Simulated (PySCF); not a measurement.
SMILES [Cl][Sn]([C](F)(F)F)([Cl])[C](F)(F)F, singlet (CAM-B3LYP/def2-SVP optimised geometry):

```
11

F     -0.874     1.894    -1.136
C     -1.141     1.250     0.000
F     -0.671     1.982     1.011
F     -2.461     1.161     0.129
Sn    -0.212    -0.741     0.000
Cl    -0.934    -1.873     1.898
Cl    -0.932    -1.889    -1.889
C      1.985    -0.741     0.000
F      2.461    -1.982    -0.037
F      2.453    -0.147     1.097
F      2.453    -0.082    -1.060
```

Level of theory: CAM-B3LYP/def2-TZVP, def2 effective core potentials past Kr (PySCF).

What are the frontier orbital energies and the dipole moment?

HOMO-2 -11.14 eV, HOMO-1 -11.10 eV, HOMO -10.58 eV, LUMO -1.44 eV, LUMO+1 -0.06 eV; dipole moment 0.49 D.

On the same geometry PBE/def2-TZVP, def2 effective core potentials past Kr run with PySCF gives HOMO-2 -8.26 eV, HOMO-1 -8.17 eV, HOMO -7.72 eV, LUMO -3.23 eV, LUMO+1 -1.78 eV; dipole moment 0.84 D.
